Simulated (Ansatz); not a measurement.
**Nudged elastic band run: C$_{2}$H$_{7}$NSiZn**

Input file:

```yaml
crystal:
  periodic: [false, false, false]
  atoms:
    - { symbol: C, position_ang: [-0.856334, 0.798291, 1.044303] }
    - { symbol: C, position_ang: [-0.134809, -0.156582, 0.420292] }
    - { symbol: "N", position_ang: [0.721815, -1.030852, 1.057661] }
    - { symbol: Si, position_ang: [-0.387495, -0.438427, -1.427808] }
    - { symbol: Zn, position_ang: [1.921596, 2.11922, -0.45332] }
    - { symbol: H, position_ang: [-1.563908, 1.418736, 0.492179] }
    - { symbol: H, position_ang: [-0.775319, 0.972923, 2.123642] }
    - { symbol: H, position_ang: [1.513644, -1.368641, 0.52437] }
    - { symbol: H, position_ang: [0.95903, -0.817392, 2.020779] }
    - { symbol: H, position_ang: [0.943372, -0.691455, -2.067148] }
    - { symbol: H, position_ang: [-1.251288, -1.634348, -1.67078] }
    - { symbol: H, position_ang: [-1.013305, 0.773426, -2.030169] }
basis:
  gaussian: { orbitals: def2-SVP }
hamiltonian:
  xc: pbe0
  dispersion: d4
neb:
  order_check: false
  images: 5
  f_tol: 0.05
  max_iterations: 60
  final_atoms:
    - { symbol: C, position_ang: [-0.34186805, 0.4405644, 1.3726109] }
    - { symbol: C, position_ang: [0.25997142, -0.59372518, 0.46639837] }
    - { symbol: "N", position_ang: [1.08127625, -1.44108118, 0.95071385] }
    - { symbol: Si, position_ang: [-0.24325873, -0.54163134, -1.37699685] }
    - { symbol: Zn, position_ang: [0.51940977, 3.60456108, -0.80421555] }
    - { symbol: H, position_ang: [-0.11317366, 1.45627932, 1.00346966] }
    - { symbol: H, position_ang: [-1.44130772, 0.35334504, 1.39241499] }
    - { symbol: H, position_ang: [1.41636816, -2.08531939, 0.22576516] }
    - { symbol: H, position_ang: [0.05451673, 0.32244355, 2.39137478] }
    - { symbol: H, position_ang: [0.43830076, -1.66896535, -2.08331753] }
    - { symbol: H, position_ang: [-1.72603708, -0.66657277, -1.52610582] }
    - { symbol: H, position_ang: [0.17280114, 0.76500083, -1.97811096] }
  initial_path:
    images:
      - { positions_ang: [[-0.856334, 0.798291, 1.044303], [-0.134809, -0.156582, 0.420292], [0.721815, -1.030852, 1.057661], [-0.387495, -0.438427, -1.427808], [1.921596, 2.11922, -0.45332], [-1.563908, 1.418736, 0.492179], [-0.775319, 0.972923, 2.123642], [1.513644, -1.368641, 0.52437], [0.95903, -0.817392, 2.020779], [0.943372, -0.691455, -2.067148], [-1.251288, -1.634348, -1.67078], [-1.013305, 0.773426, -2.030169]] }
      - { positions_ang: [[-0.73030457, 0.74262216, 1.10082639], [-0.06663617, -0.20908342, 0.45803555], [0.71626417, -1.14261773, 1.11265415], [-0.23641423, -0.40404582, -1.39038879], [1.2480088, 2.10810738, -0.83537092], [-1.39511983, 1.438061, 0.5542286], [-0.67821013, 0.88256806, 2.17846597], [1.41925921, -1.6196049, 0.58475926], [0.73669804, -0.63112012, 1.98555171], [1.04939351, -0.75359068, -1.98527036], [-1.20903335, -1.49843576, -1.68366619], [-0.77690644, 1.03203883, -2.04582437]] }
      - { positions_ang: [[-0.60427515, 0.68695332, 1.15734978], [0.00153665, -0.26158485, 0.49577911], [0.71071335, -1.25438345, 1.16764729], [-0.08533345, -0.36966464, -1.35296958], [0.57442161, 2.09699475, -1.21742184], [-1.22633167, 1.457386, 0.6162782], [-0.58110125, 0.79221312, 2.23328994], [1.32487441, -1.87056879, 0.64514852], [0.51436607, -0.44484823, 1.95032442], [1.15541503, -0.81572637, -1.90339272], [-1.16677871, -1.36252352, -1.69655238], [-0.54050789, 1.29065167, -2.06147974]] }
      - { positions_ang: [[-0.47824572, 0.63128448, 1.21387316], [0.06970948, -0.31408627, 0.53352266], [0.70516252, -1.36614918, 1.22264044], [0.06574732, -0.33528346, -1.31555037], [-0.09916559, 2.08588213, -1.59947275], [-1.0575435, 1.476711, 0.67832781], [-0.48399238, 0.70185818, 2.28811391], [1.23048962, -2.12153269, 0.70553777], [0.29203411, -0.25857635, 1.91509714], [1.26143654, -0.87786205, -1.82151509], [-1.12452406, -1.22661128, -1.70943858], [-0.30410933, 1.5492645, -2.0771351]] }
      - { positions_ang: [[-0.4327865, 0.56771112, 1.26678574], [0.13313013, -0.40729924, 0.5111479], [0.83053376, -1.39112651, 1.13199824], [-0.0372547, -0.40406609, -1.33603253], [0.1070262, 2.59210844, -1.33438702], [-0.74275355, 1.46990044, 0.78670843], [-0.80309749, 0.58568713, 1.98954761], [1.29244913, -2.10946159, 0.54561357], [0.21286165, -0.06490305, 2.07385635], [0.98705795, -1.14156315, -1.90878257], [-1.3250284, -1.03993178, -1.64832766], [-0.14513918, 1.28784328, -2.04412705]] }
      - { positions_ang: [[-0.38732727, 0.50413776, 1.31969832], [0.19655077, -0.50051221, 0.48877313], [0.955905, -1.41610384, 1.04135604], [-0.14025671, -0.47284871, -1.35651469], [0.31321799, 3.09833476, -1.06930129], [-0.42796361, 1.46308988, 0.89508904], [-1.1222026, 0.46951608, 1.6909813], [1.35440865, -2.09739049, 0.38568936], [0.13368919, 0.12877025, 2.23261557], [0.71267935, -1.40526425, -1.99605005], [-1.52553274, -0.85325227, -1.58721674], [0.01383098, 1.02642206, -2.01111901]] }
      - { positions_ang: [[-0.34186805, 0.4405644, 1.3726109], [0.25997142, -0.59372518, 0.46639837], [1.08127625, -1.44108118, 0.95071385], [-0.24325873, -0.54163134, -1.37699685], [0.51940977, 3.60456108, -0.80421555], [-0.11317366, 1.45627932, 1.00346966], [-1.44130772, 0.35334504, 1.39241499], [1.41636816, -2.08531939, 0.22576516], [0.05451673, 0.32244355, 2.39137478], [0.43830076, -1.66896535, -2.08331753], [-1.72603708, -0.66657277, -1.52610582], [0.17280114, 0.76500083, -1.97811096]] }
```

Launched with:

```bash
$ ansatz run input.yaml --threads 2 --pin off --max-ram 3072MiB --backend cpu --events-out ev --progress --plain --runs-dir out
```

Output, in part (warnings, iteration lines, the closing report on the highest movable image, with atoms numbered from 0):

```
NEB end point (image 0): max|allowed force component| = 9.003e-3 eV/Å (the criterion of neb.relax_end_points is 1.000e-2)
NEB end point (image 6): max|allowed force component| = 1.493e-2 eV/Å (the criterion of neb.relax_end_points is 1.000e-2)
NEB iter   1: max|band force component| = 6.350e1 eV/Å  barrier→ = 25.7095 eV  barrier← = 25.6220 eV  Δτ_max = 0.2000 Å  (219 SCF iters)
NEB iter   2: max|band force component| = 2.105e1 eV/Å  barrier→ = 10.7551 eV  barrier← = 10.6675 eV  Δτ_max = 0.2000 Å  (173 SCF iters)
NEB iter   3: max|band force component| = 1.459e1 eV/Å  barrier→ = 6.5053 eV  barrier← = 6.4178 eV  Δτ_max = 0.1973 Å  (171 SCF iters)
NEB iter   4: max|band force component| = 8.339e0 eV/Å  barrier→ = 4.2714 eV  barrier← = 4.1839 eV  Δτ_max = 0.1963 Å  (162 SCF iters)
NEB iter   5: max|band force component| = 5.826e0 eV/Å  barrier→ = 2.8177 eV  barrier← = 2.7302 eV  Δτ_max = 0.1987 Å  (162 SCF iters)
NEB iter   6: max|band force component| = 3.147e0 eV/Å  barrier→ = 2.0309 eV  barrier← = 1.9434 eV  Δτ_max = 0.1972 Å  (168 SCF iters)
NEB iter   7: max|band force component| = 2.468e0 eV/Å  barrier→ = 2.1157 eV  barrier← = 2.0282 eV  Δτ_max = 0.1932 Å  (161 SCF iters)
NEB iter   8: max|band force component| = 4.377e0 eV/Å  barrier→ = 1.8311 eV  barrier← = 1.7436 eV  Δτ_max = 0.1004 Å  (163 SCF iters)
NEB iter   9: max|band force component| = 1.704e0 eV/Å  barrier→ = 1.4498 eV  barrier← = 1.3623 eV  Δτ_max = 0.1888 Å  (164 SCF iters)
NEB iter  10: max|band force component| = 1.026e0 eV/Å  barrier→ = 1.1323 eV  barrier← = 1.0448 eV  Δτ_max = 0.1958 Å  (157 SCF iters)
NEB iter  11: max|band force component| = 5.018e-1 eV/Å  barrier→ = 0.9825 eV  barrier← = 0.8950 eV  Δτ_max = 0.2000 Å  (157 SCF iters)
NEB iter  12: max|band force component| = 5.606e-1 eV/Å  barrier→ = 0.7857 eV  barrier← = 0.6982 eV  Δτ_max = 0.0998 Å  (154 SCF iters)
NEB iter  13: max|band force component| = 5.013e-1 eV/Å  barrier→ = 0.6654 eV  barrier← = 0.5779 eV  Δτ_max = 0.0998 Å  (152 SCF iters)
NEB iter  14: max|band force component| = 1.632e0 eV/Å  barrier→ = 0.6103 eV  barrier← = 0.5228 eV  CI = image 4  Δτ_max = 0.2000 Å  (153 SCF iters)
NEB iter  15: max|band force component| = 1.627e0 eV/Å  barrier→ = 0.7634 eV  barrier← = 0.6758 eV  CI = image 4  Δτ_max = 0.1991 Å  (157 SCF iters)
NEB iter  16: max|band force component| = 1.470e0 eV/Å  barrier→ = 0.9259 eV  barrier← = 0.8384 eV  CI = image 4  Δτ_max = 0.1998 Å  (160 SCF iters)
NEB iter  17: max|band force component| = 1.622e0 eV/Å  barrier→ = 1.0881 eV  barrier← = 1.0006 eV  CI = image 4  Δτ_max = 0.2000 Å  (156 SCF iters)
NEB iter  18: max|band force component| = 1.858e0 eV/Å  barrier→ = 1.2790 eV  barrier← = 1.1915 eV  CI = image 4  Δτ_max = 0.1995 Å  (161 SCF iters)
NEB iter  19: max|band force component| = 1.908e0 eV/Å  barrier→ = 1.3566 eV  barrier← = 1.2691 eV  CI = image 4  Δτ_max = 0.1993 Å  (159 SCF iters)
NEB iter  20: max|band force component| = 1.978e0 eV/Å  barrier→ = 1.4459 eV  barrier← = 1.3584 eV  CI = image 4  Δτ_max = 0.1989 Å  (163 SCF iters)
NEB iter  21: max|band force component| = 2.252e0 eV/Å  barrier→ = 1.5856 eV  barrier← = 1.4981 eV  CI = image 4  Δτ_max = 0.1985 Å  (158 SCF iters)
NEB iter  22: max|band force component| = 2.616e0 eV/Å  barrier→ = 1.9217 eV  barrier← = 1.8342 eV  CI = image 4  Δτ_max = 0.1985 Å  (157 SCF iters)
NEB iter  23: max|band force component| = 2.718e0 eV/Å  barrier→ = 2.1904 eV  barrier← = 2.1029 eV  CI = image 4  Δτ_max = 0.1980 Å  (155 SCF iters)
NEB iter  24: max|band force component| = 1.780e0 eV/Å  barrier→ = 2.8504 eV  barrier← = 2.7629 eV  CI = image 4  Δτ_max = 0.1980 Å  (155 SCF iters)
NEB iter  25: max|band force component| = 1.165e0 eV/Å  barrier→ = 2.9661 eV  barrier← = 2.8786 eV  CI = image 4  Δτ_max = 0.1602 Å  (166 SCF iters)
NEB iter  26: max|band force component| = 4.720e-1 eV/Å  barrier→ = 2.8291 eV  barrier← = 2.7416 eV  CI = image 4  Δτ_max = 0.0883 Å  (165 SCF iters)
NEB iter  27: max|band force component| = 3.139e-1 eV/Å  barrier→ = 2.7999 eV  barrier← = 2.7124 eV  CI = image 4  Δτ_max = 0.0940 Å  (159 SCF iters)
NEB iter  28: max|band force component| = 2.338e-1 eV/Å  barrier→ = 2.7939 eV  barrier← = 2.7064 eV  CI = image 4  Δτ_max = 0.0817 Å  (159 SCF iters)
NEB iter  29: max|band force component| = 2.985e-1 eV/Å  barrier→ = 2.7940 eV  barrier← = 2.7064 eV  CI = image 4  Δτ_max = 0.0409 Å  (163 SCF iters)
NEB iter  30: max|band force component| = 1.874e-1 eV/Å  barrier→ = 2.7876 eV  barrier← = 2.7001 eV  CI = image 4  Δτ_max = 0.0559 Å  (146 SCF iters)
NEB iter  31: max|band force component| = 4.706e-2 eV/Å  barrier→ = 2.7853 eV  barrier← = 2.6978 eV  CI = image 4  Δτ_max = 0.0000 Å  (302 SCF iters)
Total energy: -59945.40961458 eV, -2202.9531708779 hartree
Atom 0 at     0.334172     0.431674     1.703829 Å, force    -0.046969    -0.034887    -0.035863 eV/Å
Atom 1 at     0.157582    -0.479198     0.603645 Å, force     0.025915     0.021065     0.036369 eV/Å
Atom 2 at    -0.108271    -1.646077     1.151930 Å, force     0.003767     0.038361    -0.008130 eV/Å
Atom 3 at     0.274627    -0.094201    -1.247881 Å, force    -0.019389     0.006594     0.011281 eV/Å
Atom 4 at    -1.392699     3.007452    -3.627252 Å, force    -0.001261    -0.000649     0.000704 eV/Å
Atom 5 at     1.024754     1.282728     1.644677 Å, force     0.011879    -0.010463    -0.013733 eV/Å
Atom 6 at    -0.640607     0.708074     2.132971 Å, force     0.016997     0.017974     0.012837 eV/Å
Atom 7 at    -0.638127    -2.360273     0.635955 Å, force    -0.004391    -0.011572    -0.009814 eV/Å
Atom 8 at     0.121467    -0.986183     2.234246 Å, force    -0.002284    -0.018529     0.014444 eV/Å
Atom 9 at     1.621420     0.496304    -1.500076 Å, force    -0.000192     0.000243    -0.001643 eV/Å
Atom 10 at     0.093224    -1.323155    -2.079458 Å, force     0.015358    -0.000754    -0.000837 eV/Å
Atom 11 at    -0.770541     0.907754    -1.618586 Å, force     0.000572    -0.007384    -0.005613 eV/Å
Dipole moment:    -0.214972    -0.140662    -0.278785 e Å
```

It converged. A structure lower than the last end lies on the path between it and the top, so the climb from that side starts below the end, which may itself be a saddle point or a shallow side well. Neighbouring images differ by up to 2.7 eV, so the band resolves the path poorly. A vibrational analysis at the climbing image gives one clearly imaginary mode, 1972i cm⁻¹, and a faint second one (24i cm⁻¹) that may be numerical noise or a soft torsion: probably a first-order saddle point. The orbitals stay closed-shell, which can raise the energy where a bond breaks towards radicals; this wasn't checked here.

Final band (atoms are numbered from 1 in the order of the input):

| image | path coordinate (Å) | energy (kJ/mol) | N3–H9 (Å) | C1–H9 (Å) |
| --- | --- | --- | --- | --- |
| 0 | 0.00 | 0.0 | 1.01 | 2.62 |
| 1 | 2.33 | 6.8 | 1.01 | 2.62 |
| 2 | 4.66 | 7.4 | 1.01 | 2.62 |
| 3 | 6.99 | 14.2 | 1.01 | 2.63 |
| 4 | 9.32 | 268.7 | 1.29 | 1.53 |
| 5 | 13.22 | 8.0 | 2.49 | 1.10 |
| 6 | 17.11 | 8.4 | 2.50 | 1.10 |

The run took 9.9 min on 2 threads of AMD EPYC 7B13 (Zen 3), with other jobs on the host, peak memory 0.35 GiB.
